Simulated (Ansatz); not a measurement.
Job for Ansatz (an electronic-structure program): R-B3LYP/def2-TZVPP on C3H2O (SMILES O=c1cc1).

Ansatz 0.2 input:
```yaml
crystal:
  periodic: [false, false, false]
  atoms:
    - {symbol: O, position_ang: [2.03147887, -0.27878001, 0.07205474]}
    - {symbol: C, position_ang: [0.84337680, -0.11573462, 0.02990364]}
    - {symbol: C, position_ang: [-0.49493390, -0.60788572, -0.03105969]}
    - {symbol: C, position_ang: [-0.31404139, 0.71890592, 0.00232040]}
    - {symbol: H, position_ang: [-1.24156490, -1.38881233, -0.07516604]}
    - {symbol: H, position_ang: [-0.82421548, 1.67230677, 0.00184695]}
basis:
  gaussian:
    orbitals: def2-TZVPP
hamiltonian:
  xc: {name: B3LYP}
scf: {lower_state_search: off}
```

Task: Predict the final total energy.

Result: -190.7231 hartree.
